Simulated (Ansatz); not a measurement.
Cost and result up the ladder for GeCl4 (5 atoms). Total charge 0; singlet. Geometry: PBE-D4/def2-SVP.

```xyz
5

Ge    0.000    0.000    0.000
Cl    1.466    0.157   -1.561
Cl   -1.216   -1.738   -0.332
Cl   -1.240    1.752   -0.004
Cl    0.990   -0.171    1.897
```

Ansatz on 2 threads of Arm Neoverse V1 on a shared host. Times are rough, and most runs start from the orbitals of an earlier one. CAM-B3LYP-D4/def2-TZVP serves as the yardstick here, not as an exact answer. Differences are given only for rows in sets of like size (and for xTB, whose basis is part of the method), since another set adds its own error. Binding counts from free atoms at the same level (Ge triplet, Cl doublet; other spins of the atoms weren't run), without zero-point energy or a counterpoise term.

The 6-31G sets use Cartesian d functions. LC-ωPBE has ω = 0.4 bohr⁻¹. B3LYP takes the VWN-RPA correlation. Correlated methods freeze 29 core orbitals; core or outer-core shells of Ge are correlated, in sets that lack core-valence functions.

Correlated methods converge slowly with the basis.

| level | functions | wall time | binding energy per atom (eV) | difference from CAM-B3LYP-D4/def2-TZVP (eV) |
| --- | --- | --- | --- | --- |
| B3LYP-D4/6-31G | 81 | 2.3 s | 2.34 | – |
| revPBE-D4/def2-TZVP | 196 | 3.4 s | 2.88 | 0.08 |
| PBE-D4/def2-TZVP (with forces) | 196 | 3.6 s | 2.98 | 0.18 |
| LC-ωPBE/def2-TZVP | 196 | 4.7 s | 2.81 | 0.01 |
| PBE-D4/def2-TZVPD | 238 | 5 s | 2.98 | 0.17 |
| B3LYP-D4/def2-TZVP | 196 | 6 s | 2.81 | 0.00 |
| PBE0-D4/def2-TZVP | 196 | 6 s | 2.92 | 0.12 |
| RPA@PBE/def2-TZVP | 196 | 6.5 s | 2.51 | -0.29 |
| CAM-B3LYP-D4/def2-TZVP | 196 | 7 s | 2.80 | 0.00 |
| B2PLYP/def2-TZVP | 196 | 9.5 s | 2.80 | 0.00 |
| PBE0-D4/def2-TZVPD | 238 | 10 s | 2.92 | 0.12 |
| PBE-QIDH/def2-TZVP | 196 | 11 s | 2.92 | 0.12 |
| r2SCANh-D4/def2-TZVP | 196 | 11 s | 2.92 | 0.12 |
| B97M-V/def2-TZVP | 196 | 13 s | 3.00 | 0.20 |
